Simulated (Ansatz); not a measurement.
Species: CH7ClNSi2 (charge -1, singlet). It need not be the lowest isomer of its formula. Whether it binds its extra electron was not tested at this geometry. 
Coordinates optimised at B3LYP-D3(BJ)/def2-TZVP (Ansatz, a first-principles code):
SMILES: C[Si@H](Cl)N[SiH2-]
```xyz
12

Si     0.3501     0.2281    -0.3853
C      1.3541    -1.3360    -0.5624
Cl     1.6428     1.6230     0.6224
N     -1.0647     0.0313     0.4946
Si    -2.3829    -1.1509    -0.0961
H      0.2371     0.8715    -1.7232
H      0.7642    -2.0850    -1.0913
H      2.2765    -1.1405    -1.1145
H      1.6057    -1.7330     0.4228
H     -1.4224     0.8218     1.0054
H     -1.6169    -2.4631     0.1652
H     -1.9842    -1.1465    -1.5943
```
Charge -1, spin multiplicity 1.

Total electronic energies in hartree. Valence correlation only, unless marked. No spin-orbit coupling. Non-relativistic. CBS marks a two-point X^-3 extrapolation of the correlation energy; Hartree-Fock from the larger set.

```csv
level,program,energy (Eh)
RI-HF/cc-pV(T+d)Z,Ansatz,-1133.94705
RI-HF/cc-pV(Q+d)Z,Ansatz,-1133.96658
SVWN5/def2-TZVPD,Ansatz,-1131.81695
PBE-D3(BJ)/def2-TZVPD,Ansatz + dftd3,-1135.84670
PBE-D4/def2-TZVPD,Ansatz + dftd4,-1135.84847
BLYP-D3(BJ)/def2-TZVPD,Ansatz + dftd3,-1136.41868
revPBE/def2-TZVPD,Ansatz,-1136.21040
r2SCAN/def2-TZVPD,Ansatz,-1136.31313
PBE0-D4/def2-TZVPD,Ansatz + dftd4,-1135.95255
PBE0/def2-TZVP,Ansatz,-1135.93605
PBE0/def2-QZVPP,Ansatz,-1135.98007
BHLYP-D3(BJ)/def2-TZVPD,Ansatz + dftd3,-1136.40961
HSE06-D4/def2-TZVPD,Ansatz + dftd4,-1135.92525
CAM-B3LYP-D4/def2-TZVPD,Ansatz + dftd4,-1136.44311
B2GP-PLYP-D3(BJ)/def2-TZVPD,Ansatz + dftd3,-1135.85344
MP2/cc-pV(D+d)Z,Ansatz,-1134.52795
MP2/cc-pwCVTZ,Ansatz,-1134.80094
RI-MP2/aug-cc-pV(Q+d)Z,Ansatz,-1134.88340
SCS-MP2/aug-cc-pV(D+d)Z,Ansatz,-1134.59295
CCSD/aug-cc-pV(T+d)Z,Ansatz,-1134.87460
CCSD/aug-cc-pV(Q+d)Z,Ansatz,-1134.93532
CCSD(T)/aug-cc-pV(T+d)Z,Ansatz,-1134.91511
"CCSD(T)/CBS(aug-cc-pV(T+d)Z,aug-cc-pV(Q+d)Z)",Ansatz,-1135.0152
```

Totals of different functionals don't rank their quality; only differences between species are comparable.
